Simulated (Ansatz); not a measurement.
Isomers of C2H4B2. All species are isolated molecules in the gas phase. One relaxed conformer stands for each flexible species; it need not be the lowest. Strings in code marks are SMILES.

Quantity: vertical ionisation energy (energy after one electron is removed minus that of the parent at the parent's geometry), in eV. The restricted reference of `B1=BCC1`, `C=BB=C` and `[H]/B=C/C=B/[H]` is unstable towards unrestricted orbitals.

A: `B1=BCC1`
B: `BC1=CB1`
C: `BC#CB`
D: `C=BB=C`
E: `BB1C=C1`
F: `[H]/B=C/C=B/[H]`

Rank these by vertical ionisation energy (energy after one electron is removed minus that of the parent at the parent's geometry) (lowest first), as frozen-core CCSD(T)/cc-pVTZ // CAM-B3LYP-D3(BJ)/def2-TZVP (Ansatz, an electronic-structure program) gives it.

F (7.62 eV), A (7.71 eV), D (9.25 eV), B (10.25 eV), E (10.38 eV), C (10.99 eV)
